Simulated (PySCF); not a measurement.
A GIAO shielding run with PySCF 2.14.0 with density-fitted response routines (density fitting, non-relativistic, gas phase) on `InChI=1S/C6H10BP/c7-8-6-4-2-1-3-5-6/h1-5H,8H2,7H3`:

```
$ OMP_NUM_THREADS=1 python probes_run.py task.json out

{"job": {"kind": "nmr", "xc": "PBE0", "basis": "aug-cc-pVDZ", "pop": true}, "charge": 0, "multiplicity": 1}
B      2.925234     0.627561     0.272051
P      1.685065    -0.770689    -0.154022
C     -0.084745    -0.374391    -0.076103
C     -0.786681    -0.521490     1.125297
C     -2.124105    -0.139848     1.202402
C     -2.765562     0.395349     0.086423
C     -2.066499     0.551611    -1.109596
C     -0.729040     0.171670    -1.191784
H      2.638113     0.925381     1.422087
H      4.024338     0.111583     0.136961
H      2.666185     1.496640    -0.547697
H      1.809319    -1.342425    -1.445169
H      1.766602    -1.943689     0.637692
H     -0.289803    -0.934428     2.007309
H     -2.667883    -0.260537     2.142068
H     -3.814661     0.693368     0.149454
H     -2.564761     0.973081    -1.985586
H     -0.186143     0.303043    -2.131617
```

Hardware: 1 thread of an Intel Xeon Platinum 8488C, shared host. The job also computes population analyses, field gradients, ring-centre shieldings.

Question: How large is the calculation?

Answer: 66 electrons, 278 basis functions and 909 auxiliary functions.

Question: How long does it take, and how much memory does it need?

Answer: 59 s of wall time, with 14 SCF cycles and 5 response iterations; peak memory 1.2 GiB. Times on a shared host scatter by some tens of per cent.

Question: And these other runs on the same molecule and hardware: GIAO shielding at PBE0/cc-pVDZ; GIAO shielding at PBE0/def2-SVP; GIAO shielding at PBE0/def2-TZVP; GIAO shielding at PBE0/pcSseg-0?

Answer: PBE0/cc-pVDZ: 166 functions, 29 s; PBE0/def2-SVP: 166 functions, 20 s; PBE0/def2-TZVP: 314 functions, 63 s; PBE0/pcSseg-0: 96 functions, 10 s.
